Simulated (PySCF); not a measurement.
Work out the structure from these simulated measurements.

Formula: H6O3Si3.

* Rotational structure: rotational constants A, B, C: 2.333, 2.332, 1.217 GHz [PBE0-D3(BJ)/def2-SVP]
* NMR, other nuclei: isotropic shieldings of nuclei other than C and H, by class: 265 (3 O), 428 (3 Si) ppm [GIAO HF/pcSseg-2]
* UV, strongest line: among the 10 lowest singlet transitions: S7 at 8.73 eV (142 nm, f = 0.209) [TDDFT wB97X-D/def2-SVPD]
* XPS: Si2p3/2 108.3 (×3), O1s 538.1 (×3), Si1s 1848.3 (×3) eV [ΔSCF SCAN, pcX-2 on the ionised atom, pcseg-1 elsewhere, spin-free X2C, 2p3/2 from a spin–orbit splitting computed afterwards within the 2p shell]
* Polarisability: 76.8 au [wB97X-D/def2-SVPD]
* Valence photoelectron: vertical ionisation energy: 10.55 eV [ΔSCF wB97X-D/def2-SVPD]

The electronic properties come from PySCF, for the isolated species, density fitting. Levels stand in brackets. Geometry: PBE0-D3(BJ)/def2-SVP; no solvent, vibrations or thermal averaging. NMR values are class means; diastereotopic atoms form classes of their own.

Question: What is the compound? Reason from the data.

Answer: Numbering: `[O:1]1[SiH2:2][O:3][SiH2:4][O:5][SiH2:6]1`. Its formula, H6O3Si3, gives 1 degree of unsaturation: 1 ring and 0 π bonds in the structure found. The other shieldings belong to: 265 ppm, siloxane oxygen [O1/O3/O5]; 428 ppm, oxygen-bound silicon [Si2/Si4/Si6]. The core levels belong to: Si2p3/2 108.3 eV, oxygen-bound silicon [Si2/Si4/Si6]; O1s 538.1 eV, siloxane oxygen [O1/O3/O5]; Si1s 1848.3 eV, oxygen-bound silicon [Si2/Si4/Si6]. The optimised geometry has point group D3h and is an oblate symmetric top (the spread among constants that symmetry makes equal is optimisation noise). Structure: `O1[SiH2]O[SiH2]O[SiH2]1`. The assignments are read from this structure; whether some other isomer fits the data as well wasn't checked.
